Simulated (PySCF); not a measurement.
**Xenon: a sound run and one with changed settings**

Sound run: Xe [Xe], Xe⁺ [Kr] 4d10 5s2 5p5. All numbers are calculated (PySCF 2.14, scalar relativity by spin-free X2C-1e, in x2c-TZVPall). The sound run starts from symmetry-adapted Hartree-Fock orbitals and uses a fine grid where one is needed.

Changed run: initial guess atom, at most 5 SCF cycles. This setting is unsound on purpose.

```csv
species,method,sound run (hartree),changed run (hartree),converged
Xe,UHF,-7443.46519,-7443.46519,no
Xe,PBE0,-7446.09156,-7446.09156,no
Xe,BP86,-7447.27475,-7447.27475,no
Xe⁺,UHF,-7443.04100,-7443.04100,no
Xe⁺,PBE0,-7445.63375,-7445.63375,no
Xe⁺,BP86,-7446.81383,-7446.81383,no
```

The SCF was stopped early; the energies are upper bounds that still move, and correlated levels were skipped or rest on poor orbitals.
